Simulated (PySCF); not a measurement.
H₄Br₂GeN₂ (SMILES [NH2][Ge]([NH2])([Br])[Br]), singlet, at a GFN2-xTB geometry, atoms displaced at random by about 0.03 Å a coordinate; HF/STO-3G, gradient by finite differences (PySCF).

PySCF was given this input:
```python
from pyscf import gto, scf

mol = gto.Mole()
mol.atom = '''
    N    -1.462209   -1.496409   -0.772422
    Ge   -0.006302   -0.637095   -0.152427
    N     1.376368   -1.818243   -0.042856
    Br   -0.473608    0.170117    1.978739
    Br    0.523140    1.309725   -1.467101
    H    -1.288452   -2.288676   -1.429652
    H    -2.245184   -0.918643   -1.059022
    H     2.121853   -1.586946    0.595570
    H     1.846321   -2.031701   -0.914176
'''
mol.basis = 'sto-3g'
mol.charge = 0
mol.spin = 0
mol.verbose = 4
mol.build()

mf = scf.RHF(mol)
mf.conv_tol = 1e-11
mf.kernel()
scan, done = mf.as_scanner(), []
scan.scf_summary = {}
def energy(d):
    c = mol.atom_coords()
    c[5, 1] += d
    e = scan(mol.set_geom_(c, unit='Bohr', inplace=False))
    done.append(scan.converged)
    return e
h = 1e-3
fd = (energy(h) - energy(-h)) / (2 * h)
print('dE/dx =', fd)
```

What the program printed (banner, timings and long lists left out):

```
PySCF version 2.14.0

[INPUT] verbose = 4
[INPUT] num. atoms = 9
[INPUT] num. electrons = 120
[INPUT] charge = 0
[INPUT] spin (= nelec alpha-beta = 2S) = 0
[INPUT] symmetry False subgroup None
[INPUT] Mole.unit = angstrom
[INPUT] Symbol           X                Y                Z      unit          X                Y                Z       unit  Magmom
[...]
nuclear repulsion = 1049.57175102878
number of shells = 34
number of NR pGTOs = 204
number of NR cGTOs = 68
basis = sto-3g
ecp = {}

******** <class 'pyscf.scf.hf.RHF'> ********
method = RHF
initial guess = minao
damping factor = 0
level_shift factor = 0
DIIS = <class 'pyscf.scf.diis.CDIIS'>
diis_start_cycle = 1
diis_space = 8
diis_damp = 0
SCF conv_tol = 1e-11
SCF conv_tol_grad = None
SCF max_cycles = 50
direct_scf = True
direct_scf_tol = 1e-13
Set gradient conv threshold to 3.16228e-06
Initial guess from minao.
init E= -7240.92879471048
[...]
cycle= 1 E= -7250.91214667757  delta_E= -9.98  |g|= 0.465  |ddm|=  3.7
[...]
cycle= 2 E= -7251.02699100904  delta_E= -0.115  |g|= 0.108  |ddm|= 1.01
[...]
cycle= 3 E= -7251.03571918564  delta_E= -0.00873  |g|= 0.0224  |ddm|= 0.317
[...]
cycle= 4 E= -7251.03620063763  delta_E= -0.000481  |g|= 0.00826  |ddm|= 0.0828
[...]
cycle= 5 E= -7251.03625314472  delta_E= -5.25e-05  |g|= 0.00219  |ddm|= 0.0271
[...]
cycle= 6 E= -7251.03625840656  delta_E= -5.26e-06  |g|= 0.000326  |ddm|= 0.0107
[...]
cycle= 7 E= -7251.03625851357  delta_E= -1.07e-07  |g|= 6.03e-05  |ddm|= 0.00147
[...]
cycle= 8 E= -7251.03625851662  delta_E= -3.05e-09  |g|= 1.64e-05  |ddm|= 0.000213
[...]
cycle= 9 E= -7251.03625851684  delta_E= -2.26e-10  |g|= 3.57e-06  |ddm|= 5.52e-05
[...]
cycle= 10 E= -7251.03625851688  delta_E= -4e-11  |g|= 8.79e-07  |ddm|= 1.46e-05
[...]
cycle= 11 E= -7251.03625851684  delta_E= 4.18e-11  |g|= 2.22e-07  |ddm|= 4.04e-06
[...]
cycle= 12 E= -7251.03625851685  delta_E= -7.28e-12  |g|= 4.48e-08  |ddm|= 1.23e-06
[...]
Extra cycle  E= -7251.03625851685  delta_E=    0  |g|= 1.88e-08  |ddm|= 1.39e-07
converged SCF energy = -7251.03625851685
Create scanner for <class 'pyscf.scf.hf.RHF'>

WARN: Mole.unit (angstrom) is changed to Bohr

New geometry
   1 N     -1.462209000000  -1.496409000000  -0.772422000000 AA   -2.763174546874  -2.827803180334  -1.459666032589 Bohr
   2 Ge    -0.006302000000  -0.637095000000  -0.152427000000 AA   -0.011909054037  -1.203935065330  -0.288045283989 Bohr
   3 N      1.376368000000  -1.818243000000  -0.042856000000 AA    2.600958566615  -3.435981297908  -0.080986102794 Bohr
   4 Br    -0.473608000000   0.170117000000   1.978739000000 AA   -0.894989410403   0.321474539133   3.739274781996 Bohr
   5 Br     0.523140000000   1.309725000000  -1.467101000000 AA    0.988591324805   2.475021548496  -2.772419087076 Bohr
   6 H     -1.288452000000  -2.288146822789  -1.429652000000 AA   -2.434821404648  -4.323970827865  -2.701650733437 Bohr
   7 H     -2.245184000000  -0.918643000000  -1.059022000000 AA   -4.242782859255  -1.735983676249  -2.001261539889 Bohr
   8 H      2.121853000000  -1.586946000000   0.595570000000 AA    4.009721046587  -2.998893314474   1.125464188007 Bohr
   9 H      1.846321000000  -2.031701000000  -0.914176000000 AA    3.489041028033  -3.839358457005  -1.727542269650 Bohr

******** <class 'pyscf.scf.hf.RHF_Scanner'> ********
method = RHF_Scanner
initial guess = minao
damping factor = 0
level_shift factor = 0
DIIS = <class 'pyscf.scf.diis.CDIIS'>
diis_start_cycle = 1
diis_space = 8
diis_damp = 0
SCF conv_tol = 1e-11
SCF conv_tol_grad = None
SCF max_cycles = 50
direct_scf = True
direct_scf_tol = 1e-13
Set gradient conv threshold to 3.16228e-06
init E= -7251.03643942608
[...]
cycle= 1 E= -7251.03628091206  delta_E= 0.000159  |g|= 9.65e-05  |ddm|= 0.00039
[...]
cycle= 2 E= -7251.03628091678  delta_E= -4.71e-09  |g|= 3.41e-05  |ddm|= 0.00021
[...]
cycle= 3 E= -7251.03628091736  delta_E= -5.8e-10  |g|= 1.27e-05  |ddm|= 6.11e-05
[...]
cycle= 4 E= -7251.03628091748  delta_E= -1.24e-10  |g|= 2.05e-06  |ddm|= 4.22e-05
[...]
cycle= 5 E= -7251.03628091749  delta_E= -5.46e-12  |g|= 2.99e-07  |ddm|= 7.14e-06
[...]
Extra cycle  E= -7251.03628091749  delta_E= -5.46e-12  |g|= 1.11e-07  |ddm|= 6.57e-07
converged SCF energy = -7251.03628091749

WARN: Mole.unit (angstrom) is changed to Bohr

New geometry
   1 N     -1.462209000000  -1.496409000000  -0.772422000000 AA   -2.763174546874  -2.827803180334  -1.459666032589 Bohr
   2 Ge    -0.006302000000  -0.637095000000  -0.152427000000 AA   -0.011909054037  -1.203935065330  -0.288045283989 Bohr
   3 N      1.376368000000  -1.818243000000  -0.042856000000 AA    2.600958566615  -3.435981297908  -0.080986102794 Bohr
   4 Br    -0.473608000000   0.170117000000   1.978739000000 AA   -0.894989410403   0.321474539133   3.739274781996 Bohr
   5 Br     0.523140000000   1.309725000000  -1.467101000000 AA    0.988591324805   2.475021548496  -2.772419087076 Bohr
   6 H     -1.288452000000  -2.289205177211  -1.429652000000 AA   -2.434821404648  -4.325970827865  -2.701650733437 Bohr
   7 H     -2.245184000000  -0.918643000000  -1.059022000000 AA   -4.242782859255  -1.735983676249  -2.001261539889 Bohr
   8 H      2.121853000000  -1.586946000000   0.595570000000 AA    4.009721046587  -2.998893314474   1.125464188007 Bohr
   9 H      1.846321000000  -2.031701000000  -0.914176000000 AA    3.489041028033  -3.839358457005  -1.727542269650 Bohr

******** <class 'pyscf.scf.hf.RHF_Scanner'> ********
method = RHF_Scanner
initial guess = minao
damping factor = 0
level_shift factor = 0
DIIS = <class 'pyscf.scf.diis.CDIIS'>
diis_start_cycle = 1
diis_space = 8
diis_damp = 0
SCF conv_tol = 1e-11
SCF conv_tol_grad = None
SCF max_cycles = 50
direct_scf = True
direct_scf_tol = 1e-13
Set gradient conv threshold to 3.16228e-06
init E= -7251.03591919639
[...]
cycle= 1 E= -7251.03623577312  delta_E= -0.000317  |g|= 0.000193  |ddm|= 0.000779
[...]
cycle= 2 E= -7251.03623579208  delta_E= -1.9e-08  |g|= 6.83e-05  |ddm|= 0.00042
[...]
cycle= 3 E= -7251.03623579436  delta_E= -2.28e-09  |g|= 2.55e-05  |ddm|= 0.000122
[...]
cycle= 4 E= -7251.0362357949  delta_E= -5.38e-10  |g|= 4.1e-06  |ddm|= 8.46e-05
[...]
cycle= 5 E= -7251.0362357949  delta_E= -3.64e-12  |g|= 5.99e-07  |ddm|= 1.43e-05
[...]
Extra cycle  E= -7251.03623579491  delta_E= -3.64e-12  |g|= 2.23e-07  |ddm|= 1.31e-06
converged SCF energy = -7251.03623579491
dE/dx = -0.022561293008038774
```
